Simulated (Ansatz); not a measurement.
Geometry optimisation, Ansatz, RKS CAM-B3LYP/STO-3G.

input.yaml

```yaml
crystal:
  periodic: [false, false, false]
  atoms:
    - { symbol: Si, position_ang: [0.0, 0.0, 0.0] }
    - { symbol: H, position_ang: [0.0, 0.0, 1.46] }
    - { symbol: Cl, position_ang: [2.0086, 0.0, -0.7093] }
    - { symbol: "N", position_ang: [-0.8572, 1.4851, -0.6061] }
    - { symbol: H, position_ang: [-1.8773, 1.43, -0.8888] }
    - { symbol: H, position_ang: [-0.3367, 2.4058, -0.6766] }
    - { symbol: Cl, position_ang: [-1.0032, -1.7381, -0.7093] }
basis:
  gaussian: { orbitals: STO-3G }
hamiltonian:
  xc: cam_b3lyp
relax:
  f_tol: 0.02
  max_steps: 40
output:
  orbitals: {}
```

Launched with:

```bash
$ ansatz run input.yaml --threads 1 --pin off --max-ram 2048MiB --backend cpu --events-out ev --progress --plain --runs-dir out
```

Problem. Where does it end, and by what steps?

Solution. It converged. The force dipped under the threshold on the way, but the program's further checks kept it going. Limits of this set-up: minimal basis. After 15 steps the energy has fallen by 0.538 eV; H5 moved furthest, 1.03 Å.

```
step  energy less start (eV)  largest force component (eV/Å)  accepted
   0                  0.0000                           2.367       yes
   1                 -0.3496                           1.249       yes
   2                 -0.4132                           0.387       yes
   3                 -0.4226                           0.067       yes
   4                 -0.4495                           0.258       yes
   5                 -0.4280                           1.264        no
   6                 -0.4689                           0.162       yes
   7                 -0.4871                           0.175       yes
   8                 -0.4985                           0.230       yes
   9                 -0.5203                           0.302       yes
  10                 -0.5282                           0.599       yes
  11                 -0.5348                           0.084       yes
  12                 -0.5371                           0.118       yes
  13                 -0.5380                           0.010       yes
  14                 -0.5375                           0.174        no
  15                 -0.5380                           0.019       yes
```

```xyz
7
Properties=species:S:1:pos:R:3
Si -0.014 0.067 -0.017
H 0.223 0.190 1.398
Cl 1.820 -0.217 -1.004
N -0.823 1.430 -0.581
H -1.108 1.570 -1.559
H -1.052 2.226 0.027
Cl -1.111 -1.684 -0.394
```

Whether the end is a true minimum wasn't checked by a vibrational analysis.

The run took 47 s on 1 thread of Intel(R) Xeon(R) Platinum 8259CL CPU @ 2.50GHz (Skylake/Cascade Lake) (shared host), peak memory 0.14 GiB.
